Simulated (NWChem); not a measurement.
System: C₂H₃BFNO; SMILES FB1COC=N1

Excerpt of the output:

```
             Northwest Computational Chemistry Package (NWChem) 7.3.0
             --------------------------------------------------------

 CS  symmetry detected

                             Geometry "geometry" -> ""
                             -------------------------

 Output coordinates in angstroms (scale by  1.889725989 to convert to a.u.)

  No.       Tag          Charge          X              Y              Z
 ---- ---------------- ---------- -------------- -------------- --------------
    1 F                    9.0000    -0.03111087     2.10704984     0.00000000
    2 B                    5.0000     0.03408058     0.78805902     0.00000000
    3 C                    6.0000    -1.19088992    -0.22376403     0.00000000
    4 O                    8.0000    -0.49716462    -1.48613281     0.00000000
    5 C                    6.0000     0.80480551    -1.20465985     0.00000000
    6 N                    7.0000     1.23581895     0.00403413     0.00000000
    7 H                    1.0000    -1.83951936    -0.18257568     0.88935600
    8 H                    1.0000    -1.83951936    -0.18257568    -0.88935600
    9 H                    1.0000     1.43172440    -2.10722543     0.00000000

 Effective nuclear repulsion energy (a.u.)     215.4371250375

      Symmetry information
      --------------------

 Group name             Cs
 Group number              2
 Group order               2
 No. of unique centers     8

                                 NWChem DFT Module
                                 -----------------

 Summary of "ao basis" -> "ao basis" (spherical)
 ------------------------------------------------------------------------------
       Tag                 Description            Shells   Functions and Types
 ---------------- ------------------------------  ------  ---------------------
 F                           6-31g*                  6       14   3s2p1d
 B                           6-31g*                  6       14   3s2p1d
 C                           6-31g*                  6       14   3s2p1d
 O                           6-31g*                  6       14   3s2p1d
 N                           6-31g*                  6       14   3s2p1d
 H                           6-31g*                  2        2   2s

      Symmetry analysis of basis
      --------------------------

        a'         64
        a"         26

            General Information
            -------------------
          SCF calculation type: DFT
          Wavefunction type:  closed shell.
          No. of atoms     :     9
          No. of electrons :    44
           Alpha electrons :    22
            Beta electrons :    22
          Charge           :     0
          Spin multiplicity:     1
          Use of symmetry is: on ; symmetry adaption is: on
          Maximum number of iterations: 150
          AO basis - number of functions:    90
                     number of shells:    42
          Convergence on energy requested:  1.00D-06
          Convergence on density requested:  1.00D-05
          Convergence on gradient requested:  5.00D-04

              XC Information
              --------------
                       M06-2X Method XC Functional
                     Hartree-Fock (Exact) Exchange  0.540
                        M06-2X Exchange Functional  1.000
                      M06-2X Correlation Potential  1.000

             Grid Information
             ----------------
          Grid used for XC integration:  medium
          Radial quadrature: Mura-Knowles
          Angular quadrature: Lebedev.
          Tag              B.-S. Rad. Rad. Pts. Rad. Cut. Ang. Pts.
          ---              ---------- --------- --------- ---------
          F                   0.50       49          11.0       434
          B                   0.85       49           9.0       434
          C                   0.70       49           9.0       434
          O                   0.60       49           8.0       434
          N                   0.65       49           9.0       434
          H                   0.35       45          10.0       434
          Grid pruning is: on
          Number of quadrature shells:   384
          Spatial weights used:  Erf1

      Superposition of Atomic Density Guess
      -------------------------------------

 Sum of atomic energies:        -329.76171691

      Non-variational initial energy
      ------------------------------

 Total energy =    -332.774193
 1-e energy   =    -879.203642
 2-e energy   =     330.992325
 HOMO         =      -0.327833
 LUMO         =       0.020190

      Symmetry analysis of molecular orbitals - initial
      -------------------------------------------------

  Numbering of irreducible representations:

     1 a'          2 a"

  Orbital symmetries:

     1 a'          2 a'          3 a'          4 a'          5 a'
     6 a'          7 a'          8 a'          9 a'         10 a'
    11 a'         12 a'         13 a'         14 a"         15 a'
    16 a"         17 a'         18 a'         19 a"         20 a'
    21 a"         22 a'         23 a"         24 a"         25 a'
    26 a'         27 a'         28 a"         29 a'         30 a'
    31 a'         32 a'

   convergence    iter        energy       DeltaE   RMS-Dens  Diis-err
 ---------------- ----- ----------------- --------- --------- ---------
 d= 0,ls=0.0,diis     1   -332.5013060733 -5.48D+02  1.24D-02  9.93D-01
 d= 0,ls=0.0,diis     2   -332.5027267015 -1.42D-03  6.58D-03  1.24D+00
 d= 0,ls=0.0,diis     3   -332.6237220491 -1.21D-01  1.43D-03  2.05D-02
 d= 0,ls=0.0,diis     4   -332.6250573379 -1.34D-03  6.33D-04  1.16D-02
 d= 0,ls=0.0,diis     5   -332.6261956849 -1.14D-03  1.37D-04  2.96D-04
  Resetting Diis
 d= 0,ls=0.0,diis     6   -332.6262256993 -3.00D-05  4.31D-05  1.41D-05
 d= 0,ls=0.0,diis     7   -332.6262276801 -1.98D-06  1.65D-05  1.68D-06
 d= 0,ls=0.0,diis     8   -332.6262277012 -2.11D-08  7.38D-06  1.73D-06

         Total DFT energy =     -332.626227701225
      One electron energy =     -882.101879212224
           Coulomb energy =      376.009695928990
    Exchange-Corr. energy =      -41.971169455526
 Nuclear repulsion energy =      215.437125037535

 Numeric. integr. density =       43.999992266868

                  Occupations of the irreducible representations
                  ----------------------------------------------

                     irrep           alpha         beta
                     --------     --------     --------
                     a'               18.0         18.0
                     a"                4.0          4.0

                       DFT Final Molecular Orbital Analysis
                       ------------------------------------

 Vector   20  Occ=2.000000D+00  E=-4.068849D-01  Symmetry=a'
              MO Center= -2.5D-01, -2.4D-01,  1.6D-13, r^2= 2.8D+00
   Bfn.  Coefficient  Atom+Function         Bfn.  Coefficient  Atom+Function
  ----- ------------  ---------------      ----- ------------  ---------------
    46      0.346661  4 O  py                50      0.254551  4 O  py
    32     -0.252011  3 C  py                 3     -0.231105  1 F  px
    74      0.206744  6 N  py                17      0.189502  2 B  px
    31     -0.184010  3 C  px                 7     -0.174840  1 F  px
    45      0.152210  4 O  px                76      0.151543  6 N  s

 Vector   21  Occ=2.000000D+00  E=-3.576043D-01  Symmetry=a"
              MO Center=  3.7D-01, -4.9D-01, -3.4D-14, r^2= 2.3D+00
   Bfn.  Coefficient  Atom+Function         Bfn.  Coefficient  Atom+Function
  ----- ------------  ---------------      ----- ------------  ---------------
    47      0.414461  4 O  pz                75     -0.397304  6 N  pz
    51      0.339752  4 O  pz                79     -0.300071  6 N  pz
    61     -0.148248  5 C  pz                19     -0.137597  2 B  pz
     5      0.129200  1 F  pz                 9      0.106151  1 F  pz
    65     -0.092162  5 C  pz                33     -0.077990  3 C  pz

 Vector   22  Occ=2.000000D+00  E=-3.427057D-01  Symmetry=a'
              MO Center=  9.0D-01, -4.3D-02,  1.0D-14, r^2= 2.0D+00
   Bfn.  Coefficient  Atom+Function         Bfn.  Coefficient  Atom+Function
  ----- ------------  ---------------      ----- ------------  ---------------
    73      0.500712  6 N  px                77      0.346829  6 N  px
    17     -0.217955  2 B  px                76      0.216634  6 N  s
    31      0.162216  3 C  px                34      0.155742  3 C  s
    32      0.154113  3 C  py                36      0.142880  3 C  py
    48      0.140030  4 O  s                 45      0.129193  4 O  px

 Vector   23  Occ=0.000000D+00  E= 4.940700D-03  Symmetry=a"
              MO Center=  3.0D-01, -3.2D-01,  2.9D-16, r^2= 2.9D+00
   Bfn.  Coefficient  Atom+Function         Bfn.  Coefficient  Atom+Function
  ----- ------------  ---------------      ----- ------------  ---------------
    65      0.494364  5 C  pz                61      0.442603  5 C  pz
    19     -0.352108  2 B  pz                23     -0.346821  2 B  pz
    86      0.288120  7 H  s                 88     -0.288120  8 H  s
    51     -0.223490  4 O  pz                47     -0.210915  4 O  pz
    79     -0.188787  6 N  pz                 9      0.165177  1 F  pz

 Vector   24  Occ=0.000000D+00  E= 1.154459D-01  Symmetry=a"
              MO Center=  3.0D-01,  2.0D-02, -2.0D-13, r^2= 2.9D+00
   Bfn.  Coefficient  Atom+Function         Bfn.  Coefficient  Atom+Function
  ----- ------------  ---------------      ----- ------------  ---------------
    79      0.580922  6 N  pz                23     -0.511271  2 B  pz
    65     -0.437455  5 C  pz                75      0.403180  6 N  pz
    86      0.389101  7 H  s                 88     -0.389101  8 H  s
    19     -0.346178  2 B  pz                37     -0.279605  3 C  pz
    61     -0.250562  5 C  pz                51      0.224858  4 O  pz

 Vector   25  Occ=0.000000D+00  E= 1.441070D-01  Symmetry=a'
              MO Center= -1.1D+00, -3.2D-01,  1.0D-13, r^2= 3.7D+00
   Bfn.  Coefficient  Atom+Function         Bfn.  Coefficient  Atom+Function
  ----- ------------  ---------------      ----- ------------  ---------------
    34      1.447867  3 C  s                 20     -1.116871  2 B  s
    86     -0.986749  7 H  s                 88     -0.986749  8 H  s
    36      0.703165  3 C  py                48      0.664085  4 O  s
    35     -0.625889  3 C  px                76      0.520293  6 N  s
    62     -0.457123  5 C  s                 90      0.445911  9 H  s

     Multipole analysis of the density
     ---------------------------------

     L   x y z        total         alpha         beta         nuclear
     -   - - -        -----         -----         ----         -------
     0   0 0 0     -0.000000    -22.000000    -22.000000     44.000000

     1   1 0 0     -0.700965     -0.350483     -0.350483     -0.000000
     1   0 1 0     -0.566073     -0.283037     -0.283037      0.000000
     1   0 0 1      0.000000      0.000000      0.000000      0.000000

     2   2 0 0    -25.064944    -73.054371    -73.054371    121.043799
     2   1 1 0     -2.922465      0.455459      0.455459     -3.833383
     2   1 0 1      0.000000      0.000000      0.000000      0.000000
     2   0 2 0    -26.116374   -145.626231   -145.626231    265.136088
     2   0 1 1      0.000000      0.000000      0.000000      0.000000
     2   0 0 2    -23.208670    -14.428883    -14.428883      5.649096

                                 NWChem DFT Module
                                 -----------------

      Symmetry analysis of basis
      --------------------------

        a'         64
        a"         26

            General Information
            -------------------
          SCF calculation type: DFT
          Wavefunction type:  spin polarized.
          No. of atoms     :     9
          No. of electrons :    43
           Alpha electrons :    22
            Beta electrons :    21
          Charge           :     1
          Spin multiplicity:     2
          Use of symmetry is: on ; symmetry adaption is: on
          Maximum number of iterations: 150
          AO basis - number of functions:    90
                     number of shells:    42
          Convergence on energy requested:  1.00D-06
          Convergence on density requested:  1.00D-05
          Convergence on gradient requested:  5.00D-04

              XC Information
              --------------
                       M06-2X Method XC Functional
                     Hartree-Fock (Exact) Exchange  0.540
                        M06-2X Exchange Functional  1.000
                      M06-2X Correlation Potential  1.000

             Grid Information
             ----------------
          Grid used for XC integration:  medium
          Radial quadrature: Mura-Knowles
          Angular quadrature: Lebedev.
          Tag              B.-S. Rad. Rad. Pts. Rad. Cut. Ang. Pts.
          ---              ---------- --------- --------- ---------
          F                   0.50       49          11.0       434
          B                   0.85       49           9.0       434
          C                   0.70       49           9.0       434
          O                   0.60       49           8.0       434
          N                   0.65       49           9.0       434
          H                   0.35       45          10.0       434
          Grid pruning is: on
          Number of quadrature shells:   384
          Spatial weights used:  Erf1

      Superposition of Atomic Density Guess
      -------------------------------------

 Sum of atomic energies:        -329.76171691

 Renormalizing density from      44.00 to     43

      Non-variational initial energy
      ------------------------------

 Total energy =    -327.666430
 1-e energy   =    -859.221741
 2-e energy   =     316.118186
 HOMO         =      -0.641074
 LUMO         =      -0.282014

   Symmetry analysis of molecular orbitals - initial alpha
   -------------------------------------------------------

  Numbering of irreducible representations:

     1 a'          2 a"

  Orbital symmetries:

     1 a'          2 a'          3 a'          4 a'          5 a'
     6 a'          7 a'          8 a'          9 a'         10 a'
    11 a'         12 a'         13 a'         14 a"         15 a'
    16 a"         17 a'         18 a'         19 a'         20 a"
    21 a"         22 a'         23 a"         24 a"         25 a'
    26 a'         27 a'         28 a'         29 a"         30 a'
    31 a'         32 a'

   Symmetry analysis of molecular orbitals - initial beta
   ------------------------------------------------------

  Numbering of irreducible representations:

     1 a'          2 a"

  Orbital symmetries:

     1 a'          2 a'          3 a'          4 a'          5 a'
     6 a'          7 a'          8 a'          9 a'         10 a'
    11 a'         12 a'         13 a'         14 a"         15 a'
    16 a"         17 a'         18 a'         19 a'         20 a"
    21 a"         22 a'         23 a"         24 a"         25 a'
    26 a'         27 a'         28 a'         29 a"         30 a'
    31 a'         32 a'

[...]
```

Level: M06-2X/6-31G* (spherical d), vertical spin-unrestricted ions. All runs use the structure optimised with PBE0/def2-SVP.

**Question.** Reconstruct the input file.

**Answer.** One answer among several that fit: the input that was run:
```
start job
memory heap 200 mb stack 900 mb global 1100 mb
geometry units angstroms noautoz
  F     -0.043911     2.106502     0.000000
  B      0.029516     0.787944     0.000000
  C     -1.189112    -0.231509     0.000000
  O     -0.487517    -1.489521     0.000000
  C      0.812670    -1.199923     0.000000
  N      1.236127     0.011439     0.000000
  H     -1.837986    -0.194372     0.889356
  H     -1.837986    -0.194372    -0.889356
  H      1.445213    -2.098556     0.000000
end
basis spherical
  * library 6-31g*
end
dft
  xc m06-2x
  iterations 150
  vectors input atomic output neutral.movecs
end
task dft energy
charge 1
dft
  odft
  mult 2
  vectors input atomic output cation.movecs
end
task dft energy
```
